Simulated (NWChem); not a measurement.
System: tert-butyl chloride (C4H9Cl); SMILES CC(C)(C)Cl

NWChem printed, in part:

```
             Northwest Computational Chemistry Package (NWChem) 7.3.0
             --------------------------------------------------------

 C3  symmetry detected

                             Geometry "geometry" -> ""
                             -------------------------

 Output coordinates in angstroms (scale by  1.889725989 to convert to a.u.)

  No.       Tag          Charge          X              Y              Z
 ---- ---------------- ---------- -------------- -------------- --------------
    1 C                    6.0000     0.28872974     1.42430002    -0.80633954
    2 C                    6.0000     0.00000000     0.00000000    -0.36017354
    3 C                    6.0000     1.08911513    -0.96219730    -0.80633954
    4 C                    6.0000    -1.37784487    -0.46210272    -0.80633954
    5 Cl                  17.0000     0.00000000    -0.00000000     1.47086046
    6 H                    1.0000     0.29830523     1.47483204    -1.90751354
    7 H                    1.0000    -0.48008992     2.11639457    -0.43396154
    8 H                    1.0000     1.26701624     1.76176161    -0.43501654
    9 H                    1.0000     2.07289642    -0.64242722    -0.43396154
   10 H                    1.0000     0.89222219    -1.97814906    -0.43501654
   11 H                    1.0000     1.12808940    -0.99575592    -1.90751354
   12 H                    1.0000    -1.42639462    -0.47907611    -1.90751354
   13 H                    1.0000    -2.15923843     0.21638745    -0.43501654
   14 H                    1.0000    -1.59280650    -1.47396735    -0.43396154

 Effective nuclear repulsion energy (a.u.)     241.0553994828

      Symmetry information
      --------------------

 Group name             C3
 Group number              5
 Group order               3
 No. of unique centers     6

                                 NWChem DFT Module
                                 -----------------

 Summary of "ao basis" -> "ao basis" (spherical)
 ------------------------------------------------------------------------------
       Tag                 Description            Shells   Functions and Types
 ---------------- ------------------------------  ------  ---------------------
 C                         6-311++g**               10       22   5s4p1d
 Cl                        6-311++g**               14       30   7s6p1d
 H                         6-311++g**                5        7   4s1p

      Symmetry analysis of basis
      --------------------------

        a          67
        e+         57
        e-         57

  Rotation of axis

            General Information
            -------------------
          SCF calculation type: DFT
          Wavefunction type:  closed shell.
          No. of atoms     :    14
          No. of electrons :    50
           Alpha electrons :    25
            Beta electrons :    25
          Charge           :     0
          Spin multiplicity:     1
          Use of symmetry is: on ; symmetry adaption is: on
          Maximum number of iterations: 150
          AO basis - number of functions:   181
                     number of shells:    99
          Convergence on energy requested:  1.00D-06
          Convergence on density requested:  1.00D-05
          Convergence on gradient requested:  5.00D-04

              XC Information
              --------------
                         B3LYP Method XC Potential
                     Hartree-Fock (Exact) Exchange  0.200
                        Slater Exchange Functional  0.800 local
                    Becke 1988 Exchange Functional  0.720 non-local
              Lee-Yang-Parr Correlation Functional  0.810
                  VWN I RPA Correlation Functional  0.190 local

             Grid Information
             ----------------
          Grid used for XC integration:  medium
          Radial quadrature: Mura-Knowles
          Angular quadrature: Lebedev.
          Tag              B.-S. Rad. Rad. Pts. Rad. Cut. Ang. Pts.
          ---              ---------- --------- --------- ---------
          C                   0.70       49          14.0       434
          Cl                  1.00       88          14.0       590
          H                   0.35       45          15.0       434
          Grid pruning is: on
          Number of quadrature shells:   321
          Spatial weights used:  Erf1

      Superposition of Atomic Density Guess
      -------------------------------------

 Sum of atomic energies:        -614.65288273

      Non-variational initial energy
      ------------------------------

 Total energy =    -617.791882
 1-e energy   =   -1319.931248
 2-e energy   =     461.083967
 HOMO         =      -0.383917
 LUMO         =       0.022361

      Symmetry analysis of molecular orbitals - initial
      -------------------------------------------------

  Numbering of irreducible representations:

     1 a           2 e+          3 e-

  Orbital symmetries:

     1 a           2 a           3 e+          4 e+          5 a
     6 a           7 a           8 e+          9 e+         10 a
    11 e+         12 e+         13 a          14 a          15 a
    16 e+         17 e+         18 e+         19 e+         20 a
    21 a          22 e+         23 e+         24 e+         25 e+
    26 a          27 a          28 e+         29 e+         30 a
    31 e+         32 e+         33 e+         34 e+         35 a

------------------------------------------------------------
EAF file 0: "./job.aoints.0" size=241172480 bytes
------------------------------------------------------------
               write      read    awrite     aread      wait
               -----      ----    ------     -----      ----
     calls:      460         0         0         0         0
   data(b): 2.41e+08  0.00e+00  0.00e+00  0.00e+00
   time(s): 0.00e+00  0.00e+00  0.00e+00  0.00e+00  0.00e+00
rate(mb/s): 0.00e+00  0.00e+00
------------------------------------------------------------

     ---------------------------------------------
      Total Density - Mulliken Population Analysis
     ---------------------------------------------

    Atom       Charge   Shell Charges
 -----------   ------   -------------------------------------------------------
    1 C    6     6.70   1.10  0.89  0.60  0.81  1.58  0.50  0.97  0.16  0.03  0.04
    2 C    6     5.53   1.10  0.89  0.46  0.76  1.29  0.54  0.89 -0.53  0.03  0.09
    3 C    6     6.70   1.10  0.89  0.60  0.81  1.58  0.50  0.97  0.16  0.03  0.04
    4 C    6     6.70   1.10  0.89  0.60  0.81  1.58  0.50  0.97  0.16  0.03  0.04
    5 Cl  17    17.18   0.78  1.19  0.91  1.07  0.99  1.04  7.41 -1.50  1.05  3.10  1.30 -0.12 -0.07  0.01
    6 H    1     0.79   0.24  0.43  0.09  0.01  0.02
    7 H    1     0.80   0.24  0.44  0.10  0.01  0.02
    8 H    1     0.80   0.24  0.44  0.10  0.01  0.02
    9 H    1     0.80   0.24  0.44  0.10  0.01  0.02
   10 H    1     0.80   0.24  0.44  0.10  0.01  0.02
   11 H    1     0.79   0.24  0.43  0.09  0.01  0.02
   12 H    1     0.79   0.24  0.43  0.09  0.01  0.02
   13 H    1     0.80   0.24  0.44  0.10  0.01  0.02
   14 H    1     0.80   0.24  0.44  0.10  0.01  0.02

   convergence    iter        energy       DeltaE   RMS-Dens  Diis-err
 ---------------- ----- ----------------- --------- --------- ---------
 d= 0,ls=0.0,diis     1   -618.0623165430 -8.59D+02  7.65D-03  1.23D+00
 d= 0,ls=0.0,diis     2   -618.0869203478 -2.46D-02  6.85D-03  4.22D-01
 d= 0,ls=0.0,diis     3   -618.1052073882 -1.83D-02  3.70D-03  2.41D-01
 d= 0,ls=0.0,diis     4   -618.1347234595 -2.95D-02  3.43D-04  2.50D-03
 d= 0,ls=0.0,diis     5   -618.1350064008 -2.83D-04  7.03D-05  2.64D-04
  Resetting Diis
 d= 0,ls=0.0,diis     6   -618.1350374941 -3.11D-05  2.22D-05  5.29D-06
 d= 0,ls=0.0,diis     7   -618.1350381575 -6.63D-07  9.95D-06  5.35D-07

         Total DFT energy =     -618.135038157477
      One electron energy =    -1325.168607830617
           Coulomb energy =      519.330094537916
    Exchange-Corr. energy =      -53.351924347561
 Nuclear repulsion energy =      241.055399482785

 Numeric. integr. density =       50.000005612142

                  Occupations of the irreducible representations
                  ----------------------------------------------

                     irrep           alpha         beta
                     --------     --------     --------
                     a                11.0         11.0
                     e+               14.0         14.0
                     e-                0.0          0.0

                       DFT Final Molecular Orbital Analysis
                       ------------------------------------

 Vector   23  Occ=2.000000D+00  E=-3.563391D-01  Symmetry=a
              MO Center=  3.6D-11, -1.1D-11,  5.7D-02, r^2= 3.9D+00
   Bfn.  Coefficient  Atom+Function         Bfn.  Coefficient  Atom+Function
  ----- ------------  ---------------      ----- ------------  ---------------
   106      0.381989   5 Cl pz               97     -0.243010   5 Cl pz
    31     -0.189989   2 C  pz              109      0.188261   5 Cl pz
   103      0.182990   5 Cl pz               35     -0.133901   2 C  pz
   120     -0.116930   6 H  s               155     -0.116930  11 H  s
   162     -0.116930  12 H  s                27     -0.114355   2 C  pz

 Vector   24  Occ=2.000000D+00  E=-2.942031D-01  Symmetry=e+
              MO Center= -4.3D-02,  4.3D-02,  1.2D+00, r^2= 2.1D+00
   Bfn.  Coefficient  Atom+Function         Bfn.  Coefficient  Atom+Function
  ----- ------------  ---------------      ----- ------------  ---------------
   105      0.412045   5 Cl py              104      0.339679   5 Cl px
   108      0.289219   5 Cl py               96     -0.254840   5 Cl py
   107      0.238424   5 Cl px               95     -0.210082   5 Cl px
   102      0.192499   5 Cl py              101      0.158690   5 Cl px
    10     -0.107775   1 C  s                76      0.103638   4 C  s

[...]
```

Level: B3LYP/6-311++G** (spherical d). Geometry: optimised at PBE0/def2-SVP. B3LYP is NWChem's, with the RPA form of VWN correlation.

### Question
Write an input that gives this output.

### Answer
This is not unique; one that fits is the input that was run:
```
start job
memory heap 200 mb stack 900 mb global 1100 mb
geometry units angstroms noautoz
  C     -0.305712     1.420752    -0.802521
  C      0.000000     0.000000    -0.356355
  C      1.383263    -0.445622    -0.802521
  C     -1.077551    -0.975130    -0.802521
  Cl     0.000000     0.000000     1.474679
  H     -0.317170     1.470890    -1.903695
  H     -1.287326     1.747113    -0.430143
  H      0.455614     2.121686    -0.431198
  H      2.156707     0.241301    -0.430143
  H      1.609627    -1.455416    -0.431198
  H      1.432414    -0.460768    -1.903695
  H     -1.115243    -1.010123    -1.903695
  H     -2.065240    -0.666270    -0.431198
  H     -0.869381    -1.988414    -0.430143
end
basis spherical
  * library 6-311++g**
end
dft
  xc b3lyp
  iterations 150
  semidirect filesize 400000000
  mulliken
end
task dft energy
```
